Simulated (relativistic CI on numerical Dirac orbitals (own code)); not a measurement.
d1 to d9 in one octahedral field

Computed with a parametric ligand-field model without spin-orbit coupling, by exact diagonalisation: B = 450, C = 1840, 10Dq = 30300 cm⁻¹ (Oh; |10Dq|/B = 67.3) for every shell. Energies in cm⁻¹; the field energy is (0.6 n_e − 0.4 n_t2) × 10Dq of the ground term; g labels are left out. So small a B with so large a field is typical of 4d and 5d ions, where spin-orbit coupling, left out here, reaches 1,000 to 4,000 cm⁻¹.

```
Shell  Ground term  Electrons in e  Field energy  First spin-allowed bands  Lowest term of other spin
   d1          2T2           0.000        -12120                  2E 30300                           
   d2          3T1           0.006        -24056      3T2 29161, 3T1 34772                   1T2 6510
   d3          4A2           0.000        -36360      4T2 30300, 4T1 35425                    2E 9155
   d4          3T1           0.010        -48187       3E 28432, 3T1 28884                   1T2 5710
   d5          2T2           0.019        -60026      2A2 27724, 2T1 27886                  4T1 21280
   d6            ?               ?             ?                         ?                          ?
   d7           2E           1.009        -54259      2T1 28770, 2T2 29245                  4T1 21269
   d8          3A2           2.000        -36360      3T2 30300, 3T1 35425                    1E 7240
   d9           2E           3.000        -18180                 2T2 30300
```

Q: Fill in the row of d6.

A: Ground term: 1A1; Electrons in e: 0.015; Field energy: -72279; First spin-allowed bands: 1T1 28869, 1T2 35476; Lowest term of other spin: 3T1 25012. Low spin: d4, d5, d6, d7; the other shells keep the spin of the free ion. Only d4 to d7 can choose; the field needed to pair spins is smallest for d6 and largest for d5, which loses most exchange energy. In the strong-field picture 10Dq must exceed about 6B + 5C = 11900 (d4), 7.5B + 5C = 12575 (d5), 2.5B + 4C = 8485 (d6) and 4B + 4C = 9160 (d7); mixing of terms shifts these bounds somewhat.
